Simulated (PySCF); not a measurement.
Isomers of C8H16, mass 112.125 u with the commonest isotopes. Computed with PBE0-D3(BJ)/def2-SVP geometry optimisation, gas phase (PySCF 2.14.0). One conformer each, none proved a minimum here; rigid rotors.

Question: Order these by out-of-plane moment Σ m c² = (Ia + Ib − Ic)/2, largest first.
A. `[CH3:1][CH:2]1[CH2:3][CH2:4][CH2:5][CH2:6][CH2:7][CH2:8]1` with C1–C2–C3–C4 -165°, C2–C3–C4–C5 87°, C3–C4–C5–C6 -69°, C4–C5–C6–C7 52°
B. `[CH2:1]=[CH:2][CH2:3][C:4]([CH3:5])([CH3:6])[CH2:7][CH3:8]` with C1–C2–C3–C4 113°, C2–C3–C4–C5 -65°, C3–C4–C7–C8 56°
C. `[CH2:1]=[C:2]([CH3:3])[CH2:4][C:5]([CH3:6])([CH3:7])[CH3:8]` with C1–C2–C4–C5 -87°

Answer: C (61.13 u·Å²), B (60.67 u·Å²), A (32.80 u·Å²).

Question: Order these by rotational constant B, largest first.
A. `[CH2:1]=[C:2]([CH3:3])[CH2:4][C:5]([CH3:6])([CH3:7])[CH3:8]` with C1–C2–C4–C5 -87°
B. `[CH2:1]=[CH:2][CH2:3][C:4]([CH3:5])([CH3:6])[CH2:7][CH3:8]` with C1–C2–C3–C4 113°, C2–C3–C4–C5 -65°, C3–C4–C7–C8 56°
C. `[CH3:1][CH:2]1[CH2:3][CH2:4][CH2:5][CH2:6][CH2:7][CH2:8]1` with C1–C2–C3–C4 -165°, C2–C3–C4–C5 87°, C3–C4–C5–C6 -69°, C4–C5–C6–C7 52° (methylcycloheptane)

Answer: C (1696 MHz), B (1461 MHz), A (1363 MHz).

```tsv
SMILES	point group	Ia (u·Å²)	Ib (u·Å²)	Ic (u·Å²)	κ	μa (D)	μb (D)	μc (D)
C=C(C)CC(C)(C)C	C1	168.66	370.83	417.23	-0.83	0.22	0.42	0.05
C=CCC(C)(C)CC	C1	200.42	345.90	424.97	-0.59	0.35	0.06	0.01
CC1CCCCCC1	C1	171.61	298.02	404.04	-0.47	0.03	0.03	0.06
```
